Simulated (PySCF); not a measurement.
anisole (C7H8O), SMILES COc1ccccc1.

Geometry optimised at r2SCAN-D4/def2-SVP. Other conformers were not sampled.

Two levels are set side by side: PBE/def2-TZVP (PySCF) and ωB97X/def2-TZVP (PySCF). Same geometry, gas phase. Differences are taken from unrounded values.

```json
[
 {"quantity": "orbital gap (eV)", "ωB97X": "10.33"},
 {"quantity": "highest occupied level (eV)", "ωB97X": "-8.53"},
 {"quantity": "lowest empty level (eV)", "ωB97X": "1.80"},
 {"quantity": "dipole moment (D)", "ωB97X": "1.29"}
]
```

Question: What does PBE give, and how far is it from ωB97X? (Estimate from the structure and the level; the computed values follow.)

Answer: 
| quantity | PBE | PBE minus ωB97X |
|---|---|---|
| orbital gap (eV) | 4.23 | -6.10 |
| highest occupied level (eV) | -5.35 | 3.18 |
| lowest empty level (eV) | -1.12 | -2.92 |
| dipole moment (D) | 1.30 | 0.01 |

PBE's occupied levels lie high since its potential decays too fast outside the molecule; exact exchange lowers them and widens the gap. Differences between two approximate levels are no errors against the true value.

Rough cost on one machine, each run with all the roots and properties that it gave: ωB97X against PBE within a factor of 2.
